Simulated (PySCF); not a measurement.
Geometry (Å), atoms numbered from 1 in this order:
```xyz
19

C    -4.4055    0.7771   -0.2431
Si   -3.2800   -0.7516   -0.2306
C    -1.5234   -0.1666   -0.2357
C    -0.3817    0.2387   -0.2537
Si    1.3749    0.8265   -0.2883
C     2.5039   -0.6904   -0.0784
Si    4.3653   -0.3338   -0.1599
H    -5.4542    0.4940   -0.2665
H    -4.2477    1.3884    0.6412
H    -4.2122    1.4012   -1.1113
H    -3.5112   -1.5519    0.9799
H    -3.5017   -1.5648   -1.4344
H     1.6131    1.4794   -1.5823
H     1.5678    1.7771    0.8148
H     2.2504   -1.4233   -0.8459
H     2.2752   -1.1671    0.8760
H     5.1205   -1.5736    0.0494
H     4.7313    0.6311    0.8802
H     4.7055    0.2190   -1.4735
```

- GFN2-xTB geometry
- GIAO PBE0/pcSseg-1 shieldings
- run in PySCF
- fast rotation and ring inversion assumed for equivalent nuclei, no solvent, single conformer, non-relativistic Hamiltonian

References, each an isolated molecule treated in the same way: TMS for 13C (σref 186.93), 1H (σref 31.72), 29Si (σref 349.16).

```tsv
atoms	nucleus	count	δ (ppm)
C4	13C	1	?
Si5	29Si	1	-66.9
H15/H16	1H	2	0.13
C6	13C	1	?
C3	13C	1	117.9
Si7	29Si	1	-75.4
H8/H9/H10	1H	3	?
H17/H18/H19	1H	3	3.94
H11/H12	1H	2	4.45
C1	13C	1	-4.6
H13/H14	1H	2	?
Si2	29Si	1	-70.1
```

Question: Estimate the values marked ?.

Answer: 
- C4: 117.8 ppm, alkyne carbon
- C6: -9.5 ppm, sp3 CH2 bonded to 2 Si; an electropositive neighbour leaves it electron-rich and shielded
- H13/H14: 4.44 ppm, hydrogen on a silicon bonded to 2 C
- H8/H9/H10: 0.31 ppm, hydrogen on a methyl carbon bonded to Si; an electropositive neighbour shields it, as in TMS itself

Shifts are as computed. Against solution values, carbons near 30 ppm lie about +3 ppm off and those near 130 ppm about +5 ppm. Of 1313 compounds with measured shifts, 239 miss one by over three times the rms of a fit or turn the order of signals round; such compounds aren't used in these exercises.
